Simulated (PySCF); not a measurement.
A PySCF script (with the pyscf-properties extension) for the NMR shieldings of SMILES OB(O)C#CB(O)O, C$_{2}$H$_{4}$B$_{2}$O$_{4}$, on a GFN2-xTB geometry:

```python
import basis_set_exchange as bse
import numpy as np
from pyscf import gto, dft
from pyscf.prop import nmr

atoms = """
O     2.775287   -1.288505    0.258791
B     2.141660   -0.082587    0.200471
O     2.882923    1.043723    0.192716
C     0.609910    0.024458    0.144124
C    -0.598886    0.023315    0.096099
B    -2.133351    0.095175    0.053696
O    -2.832339   -1.031072   -0.196627
O    -2.815066    1.256504    0.266565
H     2.209453   -2.057811    0.258185
H     3.826227    0.882412    0.228023
H    -3.780595   -0.896797   -0.205564
H    -2.284023    2.030500    0.442214
"""
names = dict.fromkeys(["O", "B", "C", "H"], "pcSseg-1")
basis = {el: gto.basis.parse(bse.get_basis(n, elements=[el], fmt="nwchem")) for el, n in names.items()}
mol = gto.M(atom=atoms, basis=basis, charge=0, verbose=0)
mf = dft.RKS(mol, xc="PBE0")
mf.grids.level = 2
mf.grids.alignment = dft.numint.BLKSIZE   # the property module wants whole blocks of grid points
mf.conv_tol = 1e-9
mf.kernel()

calc = nmr.RKS(mf)   # GIAO
C = mf.mo_coeff
Co = C[:, mf.mo_occ > 0]
resp = mf.gen_response(singlet=True, hermi=2)
def vind(x):   # induced exchange potential for any number of trial vectors
    d = np.einsum("pi,xij,qj->xpq", C, 2 * x.reshape(-1, C.shape[1], Co.shape[1]), Co, optimize=True)
    return np.einsum("xpq,pi,qj->xij", resp(d - d.transpose(0, 2, 1)), C, Co, optimize=True).ravel()
mo1, _ = nmr.rhf.solve_mo1(calc, with_cphf=vind)
sigma = calc.kernel(mo1)
for i, s in enumerate(sigma):   # ppm
    w = np.linalg.eigvalsh((s + s.T) / 2)
    print("%2d %-2s iso %8.1f  s11 %8.1f  s22 %8.1f  s33 %8.1f" % (i, mol.atom_pure_symbol(i), w.mean(), *w))
```

Question: What are the results?

Answer: 
```
 0 O  iso    201.3  s11     74.3  s22    260.4  s33    269.2
 1 B  iso     81.6  s11     64.4  s22     83.1  s33     97.2
 2 O  iso    213.0  s11    102.2  s22    254.6  s33    282.3
 3 C  iso     80.5  s11    -13.9  s22     -8.4  s33    263.9
 4 C  iso     80.5  s11    -13.7  s22     -8.1  s33    263.3
 5 B  iso     81.6  s11     64.6  s22     82.9  s33     97.3
 6 O  iso    212.0  s11    100.7  s22    254.1  s33    281.2
 7 O  iso    203.0  s11     77.2  s22    262.0  s33    269.8
 8 H  iso     27.1  s11     21.5  s22     24.4  s33     35.5
 9 H  iso     27.5  s11     21.9  s22     23.5  s33     37.1
10 H  iso     27.5  s11     21.9  s22     23.6  s33     37.0
11 H  iso     27.2  s11     21.5  s22     24.3  s33     35.7
```

These numbers come from an equivalent density-fitted implementation of the same equations, which agrees with the script to about 0.01 ppm for H and up to a few tenths of a ppm for heavy atoms, so last digits may differ.

Size and cost of the density-fitted run: 156 basis functions, 24 s wall time on 1 thread of an Intel Xeon Platinum 8259CL, shared host; peak memory 0.75 GiB.
